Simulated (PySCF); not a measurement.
## Unknown compound

Molecular formula: C₅H₉PSi. Simulated spectra:

¹H NMR (600 MHz, computed): δ 6.56 (m, 2H), 6.17 (m, 2H), 4.73 (m, 1H), 3.73 (d, 3H), 3.11 (m, 1H).

¹³C{¹H} NMR (computed): δ 138.1 (2C), 127.1 (2C), 33.1.

How the numbers were obtained: GFN2-xTB structure, shielding tensors at PBE0/pcSseg-1 (GIAO), in PySCF (one conformer, no solvent model, no relativistic terms, fast rotation and ring inversion assumed for equivalent nuclei).

Shifts are taken against calculated references (same method and geometry level): ¹H (σref 31.72) and ¹³C (σref 186.93) vs TMS.

Propose a structure and justify it.

Answers


- 3 carbon signals for 5 carbons: some carbons are equivalent by symmetry or fast rotation.
- Carbon types of the structure: 5 × CH, leaving 4 H on heteroatoms.
- δC 138.1, 127.1: alkene CH; the olefinic region.
- δC 33.1: allylic sp3 CH bonded to Si.
- δH 6.56, 6.17: hydrogen on an alkene CH; attached to an sp2 carbon and in the plane of the double bond.
- δH 4.73: hydrogen on a phosphorus bonded to 2 C, in a 6-membered ring.
- δH 3.73: hydrogen on a silicon bonded to C.
- δH 3.11: hydrogen on an allylic sp3 CH bonded to Si; allylic position.

These data were computed for SMILES C1=CPC=CC1[SiH3].

This is the structure that produced the data.

Splittings by ³¹P in the carbon and heteronuclear signals aren't shown, as no couplings were computed. Shifts are as computed. Against solution values, carbons near 30 ppm lie about +3 ppm off and those near 130 ppm about +5 ppm. Of 1211 compounds with measured shifts, 218 miss one by over three times the rms of a fit or turn the order of signals round; such compounds aren't used in these exercises. No couplings were computed; multiplicities are counted from neighbouring protons, with m where these are inequivalent, close in shift, in a saturated or five-membered ring or joined by F or P, and br s for small geminal =CH2 splittings.
